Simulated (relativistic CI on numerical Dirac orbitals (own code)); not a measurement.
# Hf XXVIII: computed level list

These numbers are calculated, not measured: Dirac-Coulomb-Breit CI, separate exchange-only KLI orbitals for each configuration, model QED, unscaled Slater integrals (own radial code, finite nucleus).

CI space (outside the closed core [Ar] 3d10): 4s2 4p6 4d9, 4s2 4p5 4d10, 4s2 4p6 4d8 4f, 4s 4p6 4d10, 4s2 4p5 4d9 4f, 4s 4p6 4d9 4f, 4s2 4p6 4d8 5s, 4s2 4p6 4d8 5p, 4s2 4p6 4d7 4f 5s, 4s2 4p6 4d8 5d, 4s2 4p5 4d9 5s, 4s2 4p6 4d7 5s 5p, 4s2 4p6 4d8 5f, 4s2 4p5 4d9 5p, 4s2 4p6 4d8 6s, 4s2 4p6 4d8 5g, 4s2 4p6 4d8 6p, 4p6 4d10 4f, 4s 4p6 4d8 4f 5s, 4s2 4p5 4d9 5d, 4s 4p6 4d9 5s, 4p6 4d9 4f2, 4p5 4d10 4f2, 4p6 4d8 4f3, 4p5 4d9 4f3, 4p6 4d8 4f2 5s, 4s2 4p6 4d7 5s2, 4s2 4p6 4d6 4f 5s2, 4s2 4p5 4d7 4f 5s2, 4s 4p6 4d7 4f 5s2. Double excitations out of closed p, d and f shells are left out; levels of such configurations are missing from the list, as are those of other unlisted configurations, and high levels can miss mixing partners. These lack a partner that the ground configuration has and come out too high: 4s2 4p6 4d8 5p, 4s2 4p6 4d8 5d, 4s2 4p5 4d9 5s, 4s2 4p6 4d8 5f, 4s2 4p5 4d9 5p.

The lowest level is 4s2 4p6 4d9 2D_5/2, with 100 % of that term; Hund's rules for 4s2 4p6 4d9 give 2D with J = 5/2, in agreement.

| No. | Configuration | Term | J | E (eV) | % | Next component (%) | Lifetime (s) | jj configuration (%) |
| --- | --- | --- | --- | --- | --- | --- | --- | --- |
| 1 | 4s2 4p6 4d9 | 2D | 5/2 | 0.000 | 100 |  |  | 4d5/2^5 (100) |
| 2 | 4s2 4p6 4d9 | 2D | 3/2 | 14.049 | 100 |  | 4.26e-05 | 4d3/2^3 4d5/2^6 (100) |
| 3 | 4s2 4p5 4d10 | 2P° | 3/2 | 169.635 | 76 | 22 4s2 4p6 4d8 4f 2P° | 2.50e-11 | 4p3/2^3 (76) |
| 4 | 4s2 4p6 4d8 4f | 4F° | 5/2 | 181.152 | 34 | 27 4D° | 5.45e-09 | 4d5/2^4 4f5/2 (97) |
| 5 | 4s2 4p6 4d8 4f | 4F° | 7/2 | 181.823 | 56 | 20 4D° | 2.57e-09 | 4d5/2^4 4f5/2 (79) |
| 6 | 4s2 4p6 4d8 4f | 4D° | 3/2 | 182.999 | 31 | 27 4P° | 2.99e-10 | 4d5/2^4 4f5/2 (85) |
| 7 | 4s2 4p6 4d8 4f | 4F° | 9/2 | 184.246 | 60 | 26 4G° | 4.96e-05 | 4d5/2^4 4f5/2 (47) |
| 8 | 4s2 4p6 4d8 4f | 2F° | 5/2 | 184.658 | 35 | 25 4D° | 3.58e-10 | 4d5/2^4 4f5/2 (75) |
| 9 | 4s2 4p6 4d8 4f | 4I° | 13/2 | 185.353 | 41 | 33 2I° |  | 4d5/2^4 4f5/2 (95) |
| 10 | 4s2 4p6 4d8 4f | 2P° | 1/2 | 186.292 | 49 | 22 2S° | 6.88e-10 | 4d5/2^4 4f7/2 (96) |
| 11 | 4s2 4p6 4d8 4f | 4I° | 15/2 | 186.530 | 88 | 12 2K° | 7.87e-02 | 4d5/2^4 4f7/2 (99) |
| 12 | 4s2 4p6 4d8 4f | 4H° | 11/2 | 186.589 | 45 | 28 4G° | 2.06e-02 | 4d5/2^4 4f5/2 (79) |
| 13 | 4s2 4p6 4d8 4f | 4D° | 7/2 | 187.080 | 48 | 19 2F° | 4.44e-09 | 4d5/2^4 4f7/2 (48) |
| 14 | 4s2 4p6 4d8 4f | 2G° | 9/2 | 188.043 | 44 | 21 2H° | 4.25e-05 | 4d5/2^4 4f5/2 (49) |
| 15 | 4s2 4p6 4d8 4f | 2D° | 3/2 | 188.146 | 39 | 23 4F° | 1.34e-10 | 4d5/2^4 4f5/2 (64) |
| 16 | 4s2 4p6 4d8 4f | 4H° | 13/2 | 188.303 | 68 | 28 2I° | 1.24e-02 | 4d5/2^4 4f7/2 (95) |
| 17 | 4s2 4p6 4d8 4f | 2G° | 7/2 | 190.805 | 44 | 26 2F° | 7.63e-10 | 4d5/2^4 4f5/2 (48) |
| 18 | 4s2 4p6 4d8 4f | 2H° | 9/2 | 190.840 | 28 | 22 2G° | 2.38e-03 | 4d5/2^4 4f5/2 (80) |
| 19 | 4s2 4p6 4d8 4f | 4G° | 11/2 | 190.857 | 40 | 38 2H° | 7.83e-04 | 4d5/2^4 4f7/2 (78) |
| 20 | 4s2 4p6 4d8 4f | 2P° | 1/2 | 191.702 | 50 | 42 4D° | 7.06e-10 | 4d5/2^4 4f5/2 (91) |
| 21 | 4s2 4p6 4d8 4f | 4P° | 5/2 | 192.940 | 30 | 23 2F° | 7.83e-10 | 4d5/2^4 4f7/2 (58) |
| 22 | 4s2 4p6 4d8 4f | 2P° | 3/2 | 193.317 | 32 | 19 4F° | 6.06e-11 | 4d3/2^3 4d5/2^5 4f5/2 (42) |
| 23 | 4s2 4p6 4d8 4f | 4F° | 3/2 | 193.782 | 63 | 26 2D° | 2.63e-10 | 4d3/2^3 4d5/2^5 4f5/2 (72) |
| 24 | 4s2 4p6 4d8 4f | 2G° | 9/2 | 193.850 | 35 | 31 4F° | 5.54e-04 | 4d5/2^4 4f7/2 (81) |
| 25 | 4s2 4p6 4d8 4f | 4G° | 7/2 | 194.817 | 54 | 16 2G° | 3.51e-11 | 4d3/2^3 4d5/2^5 4f5/2 (51) |
| 26 | 4s2 4p6 4d8 4f | 2H° | 11/2 | 195.719 | 45 | 40 4G° | 6.71e-04 | 4d5/2^4 4f7/2 (90) |
| 27 | 4s2 4p6 4d8 4f | 4F° | 5/2 | 195.943 | 33 | 26 2D° | 8.92e-11 | 4d3/2^3 4d5/2^5 4f5/2 (60) |
| 28 | 4s2 4p6 4d8 4f | 4D° | 1/2 | 195.945 | 47 | 25 4P° | 2.08e-09 | 4d3/2^3 4d5/2^5 4f5/2 (89) |
| 29 | 4s2 4p6 4d8 4f | 2P° | 3/2 | 196.423 | 28 | 27 4S° | 4.67e-10 | 4d5/2^4 4f7/2 (61) |
| 30 | 4s2 4p6 4d8 4f | 4F° | 5/2 | 197.102 | 39 | 29 2F° | 3.80e-11 | 4d3/2^3 4d5/2^5 4f5/2 (46) |
| 31 | 4s2 4p6 4d8 4f | 4G° | 5/2 | 198.052 | 42 | 27 2F° | 5.94e-10 | 4d5/2^4 4f5/2 (64) |
| 32 | 4s2 4p6 4d8 4f | 4D° | 3/2 | 198.334 | 43 | 34 2P° | 3.96e-10 | 4d3/2^3 4d5/2^5 4f5/2 (57) |
| 33 | 4s2 4p6 4d8 4f | 4I° | 11/2 | 198.640 | 56 | 22 2I° | 4.04e-05 | 4d3/2^3 4d5/2^5 4f5/2 (86) |
| 34 | 4s2 4p6 4d8 4f | 2G° | 9/2 | 198.717 | 48 | 23 4H° | 4.06e-05 | 4d3/2^3 4d5/2^5 4f5/2 (61) |
| 35 | 4s2 4p6 4d8 4f | 4P° | 1/2 | 199.428 | 48 | 26 4D° | 1.62e-09 | 4d3/2^3 4d5/2^5 4f7/2 (88) |
| 36 | 4s2 4p6 4d8 4f | 2F° | 7/2 | 199.526 | 26 | 26 2G° | 2.62e-10 | 4d3/2^3 4d5/2^5 4f5/2 (63) |
| 37 | 4s2 4p6 4d8 4f | 4G° | 9/2 | 200.280 | 29 | 27 4H° | 4.90e-05 | 4d3/2^3 4d5/2^5 4f7/2 (61) |
| 38 | 4s2 4p6 4d8 4f | 2K° | 13/2 | 200.395 | 47 | 44 4I° | 5.42e-05 | 4d3/2^3 4d5/2^5 4f7/2 (51) |
| 39 | 4s2 4p6 4d8 4f | 2G° | 7/2 | 201.395 | 31 | 22 4H° | 2.43e-08 | 4d3/2^3 4d5/2^5 4f7/2 (50) |
| 40 | 4s2 4p6 4d8 4f | 2I° | 13/2 | 201.519 | 42 | 36 2K° | 4.76e-05 | 4d3/2^3 4d5/2^5 4f7/2 (51) |
| 41 | 4s2 4p6 4d8 4f | 2D° | 5/2 | 201.520 | 57 | 19 4F° | 1.38e-09 | 4d3/2^3 4d5/2^5 4f5/2 (63) |
| 42 | 4s2 4p6 4d8 4f | 4D° | 7/2 | 201.729 | 36 | 22 4G° | 4.41e-10 | 4d5/2^4 4f7/2 (50) |
| 43 | 4s2 4p6 4d8 4f | 2D° | 3/2 | 202.036 | 36 | 29 2P° | 1.93e-10 | 4d3/2^3 4d5/2^5 4f7/2 (87) |
| 44 | 4s2 4p6 4d8 4f | 4D° | 1/2 | 202.672 | 42 | 37 2S° | 9.01e-11 | 4d3/2^3 4d5/2^5 4f5/2 (67) |
| 45 | 4s2 4p6 4d8 4f | 2G° | 9/2 | 202.681 | 32 | 26 4G° | 5.91e-05 | 4d3/2^3 4d5/2^5 4f5/2 (81) |
| 46 | 4s2 4p6 4d8 4f | 4H° | 11/2 | 202.866 | 39 | 37 2H° | 3.43e-05 | 4d3/2^3 4d5/2^5 4f7/2 (88) |
| 47 | 4s2 4p6 4d8 4f | 2F° | 7/2 | 203.432 | 81 | 6 4H° | 5.50e-10 | 4d3/2^3 4d5/2^5 4f5/2 (43) |
| 48 | 4s2 4p6 4d8 4f | 2K° | 15/2 | 203.660 | 88 | 12 4I° | 1.05e-04 | 4d3/2^3 4d5/2^5 4f7/2 (99) |
| 49 | 4s2 4p6 4d8 4f | 2F° | 5/2 | 204.152 | 36 | 18 2D° | 1.84e-10 | 4d3/2^3 4d5/2^5 4f7/2 (64) |
| 50 | 4s2 4p6 4d8 4f | 2F° | 5/2 | 205.000 | 47 | 21 4F° | 2.55e-10 | 4d3/2^3 4d5/2^5 4f7/2 (55) |
| 51 | 4s2 4p6 4d8 4f | 4D° | 3/2 | 205.106 | 47 | 19 4F° | 3.71e-10 | 4d3/2^3 4d5/2^5 4f5/2 (47) |
| 52 | 4s2 4p6 4d8 4f | 2H° | 9/2 | 205.358 | 26 | 23 4F° | 3.96e-05 | 4d3/2^3 4d5/2^5 4f7/2 (80) |
| 53 | 4s2 4p6 4d8 4f | 4G° | 11/2 | 206.300 | 47 | 37 2I° | 5.08e-05 | 4d3/2^3 4d5/2^5 4f7/2 (89) |
| 54 | 4s2 4p6 4d8 4f | 2G° | 7/2 | 206.553 | 55 | 19 4F° | 7.31e-10 | 4d3/2^3 4d5/2^5 4f5/2 (51) |
| 55 | 4s2 4p6 4d8 4f | 4D° | 5/2 | 207.598 | 58 | 23 2F° | 2.17e-09 | 4d3/2^3 4d5/2^5 4f5/2 (59) |
| 56 | 4s2 4p6 4d8 4f | 4G° | 7/2 | 208.251 | 32 | 22 2F° | 7.42e-10 | 4d3/2^3 4d5/2^5 4f5/2 (63) |
| 57 | 4s2 4p6 4d8 4f | 2I° | 11/2 | 208.918 | 72 | 23 2H° | 7.54e-05 | 4d3/2^3 4d5/2^5 4f5/2 (91) |
| 58 | 4s2 4p6 4d8 4f | 2G° | 9/2 | 210.050 | 46 | 26 2H° | 6.31e-05 | 4d3/2^3 4d5/2^5 4f5/2 (56) |
| 59 | 4s2 4p6 4d8 4f | 2D° | 3/2 | 210.252 | 57 | 11 4P° | 4.03e-09 | 4d3/2^3 4d5/2^5 4f5/2 (46) |
| 60 | 4s2 4p6 4d8 4f | 4G° | 9/2 | 210.895 | 36 | 30 2G° | 4.25e-05 | 4d3/2^3 4d5/2^5 4f7/2 (72) |
| 61 | 4s2 4p6 4d8 4f | 4G° | 5/2 | 210.962 | 44 | 43 2F° | 2.98e-11 | 4d3/2^2 4d5/2^6 4f5/2 (33) |
| 62 | 4s2 4p6 4d8 4f | 2F° | 7/2 | 211.041 | 41 | 21 4D° | 4.13e-09 | 4d3/2^3 4d5/2^5 4f7/2 (84) |
| 63 | 4s2 4p6 4d8 4f | 2I° | 13/2 | 211.688 | 94 | 4 4H° | 6.74e-05 | 4d3/2^3 4d5/2^5 4f7/2 (94) |
| 64 | 4s2 4p6 4d8 4f | 2H° | 11/2 | 212.375 | 70 | 21 2I° | 6.80e-05 | 4d3/2^3 4d5/2^5 4f7/2 (85) |
| 65 | 4s2 4p6 4d8 4f | 2G° | 9/2 | 212.562 | 56 | 38 2H° | 6.63e-05 | 4d3/2^3 4d5/2^5 4f7/2 (86) |
| 66 | 4s2 4p6 4d8 4f | 2G° | 7/2 | 212.646 | 68 | 12 4D° | 1.94e-09 | 4d3/2^3 4d5/2^5 4f7/2 (58) |
| 67 | 4s2 4p6 4d8 4f | 2D° | 3/2 | 213.150 | 49 | 30 4F° | 1.84e-11 | 4d3/2^2 4d5/2^6 4f5/2 (46) |
| 68 | 4s2 4p6 4d8 4f | 2D° | 5/2 | 213.196 | 63 | 13 4G° | 1.30e-09 | 4d3/2^3 4d5/2^5 4f7/2 (72) |
| 69 | 4s2 4p6 4d8 4f | 2P° | 1/2 | 213.857 | 57 | 29 4D° | 2.71e-11 | 4d3/2^2 4d5/2^6 4f5/2 (60) |
| 70 | 4s2 4p6 4d8 4f | 2G° | 7/2 | 214.127 | 56 | 24 2F° | 4.52e-09 | 4d3/2^2 4d5/2^6 4f5/2 (68) |

Energies count from the lowest computed level; ° marks odd parity; lifetimes are radiative, by E1, M1, E2, M2, E3 decay to levels of this space only; some are left blank where a channel outside the calculation adds to the decay or the decay crosses a small, uncertain gap. Filled j subshells are mostly left out of the jj labels.

The mean weight of the leading LS term, summed over parents, in these 70 levels is 49 %, and that of the leading jj configuration (from the same eigenvectors) 70 %, so jj coupling describes them better and the LS labels are nominal.

At this charge energies of transitions that change n are usually good to better than 1 %, and those within a shell (Δn = 0) to a few per cent.

LS names give the leading component of a level, which can be under half, so a name can repeat, a term be missing and a line seem to break the LS rules.
